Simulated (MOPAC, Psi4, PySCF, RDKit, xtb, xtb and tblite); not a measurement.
Internal rotation in SMILES c1ccc(-c2cc3sccc3s2)nc1. Scanned: dihedral N13–C4–C5–S12; all other coordinates were relaxed at GFN2-xTB. Points at φ and −φ are mirror images.

Geometry of the scan point at -30° (Å):
```
21

C      4.0076    -0.1285     0.2937
C      3.3030    -1.3187     0.1842
C      1.9258    -1.2769     0.0788
C      1.2933    -0.0297     0.0891
C     -0.1436     0.0987    -0.0423
C     -1.0302    -0.7551    -0.6424
C     -2.3483    -0.2886    -0.5259
S     -3.8967    -0.8525    -1.0509
C     -4.6597     0.5168    -0.3131
C     -3.7933     1.3625     0.3000
C     -2.4645     0.9055     0.1805
S     -0.9211     1.4758     0.7013
N      1.9759     1.1103     0.1890
C      3.2878     1.0574     0.2942
H      5.0829    -0.1216     0.3774
H      3.8219    -2.2668     0.1837
H      1.3439    -2.1821     0.0065
H     -0.7487    -1.6513    -1.1638
H     -5.7255     0.6058    -0.3848
H     -4.0829     2.2627     0.8093
H      3.7848     2.0154     0.3762
```

- GFN2-xTB (xtb and tblite)
- MMFF94 // GFN2-xTB (RDKit)
- PBE/def2-SVP // GFN2-xTB (Psi4)
- PBE-D3(BJ)/def2-SVP // GFN2-xTB (Psi4)
- UFF // GFN2-xTB (RDKit)
- PM6, restricted, heats of formation // GFN2-xTB (MOPAC)
- GFN1-xTB // GFN2-xTB (xtb)
- RKS-B3LYP/6-31G* = restricted B3LYP/6-31G*, spherical d, density fitting // GFN2-xTB in PySCF 2.14.0
- RMP2/3-21G = PySCF with restricted MP2 (frozen core)/3-21G // GFN2-xTB
- RHF/6-31G* = restricted Hartree-Fock/6-31G*, spherical d, density fitting // GFN2-xTB (PySCF)
- RKS-B3LYP/LANL2DZ = restricted B3LYP/LANL2DZ, with its core potentials past Ne // GFN2-xTB run with PySCF

Least-squares fit of E(φ) = a0 + Σ (a_n cos nφ + b_n sin nφ), n = 1 to 4, to the 12 scan points, in kcal/mol above the lowest point of each profile (levels whose profile four harmonics don't fit are not listed):

```tsv
method	a0	a1	b1	a2	b2	a3	b3	a4	b4	rms of fit
GFN2-xTB	2.87	0.34	0.00	-2.69	0.00	0.04	0.00	0.20	0.00	0.03
MMFF94	1.37	1.15	0.00	-0.38	0.00	0.08	0.00	0.50	0.00	0.17
PBE/def2-SVP	4.12	-0.21	0.00	-4.02	0.00	-0.09	0.00	0.29	0.00	0.06
PBE-D3(BJ)/def2-SVP	4.18	-0.20	0.00	-4.09	0.00	-0.09	0.00	0.30	0.00	0.06
UFF	2.82	0.70	0.00	-2.33	0.00	0.71	0.00	1.07	0.00	0.16
PM6	1.23	-0.44	0.00	-0.77	0.00	-0.13	0.00	0.06	0.00	0.04
GFN1-xTB	3.13	0.42	0.00	-2.79	0.00	0.15	0.00	0.23	0.00	0.02
RKS-B3LYP/6-31G*	3.39	-0.38	0.00	-3.32	0.00	0.01	0.00	0.34	0.00	0.03
RMP2/3-21G	3.37	-0.42	0.00	-3.08	0.00	0.06	0.00	0.09	0.00	0.02
RHF/6-31G*	1.69	-0.21	0.00	-2.02	0.00	0.16	0.00	0.34	0.00	0.03
RKS-B3LYP/LANL2DZ	3.29	-0.06	0.00	-3.56	0.00	0.10	0.00	0.34	0.00	0.03
```
